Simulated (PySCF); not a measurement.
BrCl, charge -1, multiplicity 2. Atoms are numbered in the order given.

```xyz
2

Cl     0.0000     0.0000    -1.8478
Br     0.0000     0.0000     0.8975
```
Charge -1, spin multiplicity 2.

The structure is a stationary point at PBE0-D3(BJ)/def2-TZVPD. The multiplicity is an assumed one; other spin states were not compared.

The numbers are results of PBE0-D3(BJ)/def2-TZVPD run with PySCF, not measurements.

Frequencies are harmonic and unscaled.

| mode | ν (cm⁻¹) | IR (km/mol) | moving atoms (share of kinetic energy) |
|---|---|---|---|
| 1 | 187 | 4.0 | Cl 69 %, Br 31 % |
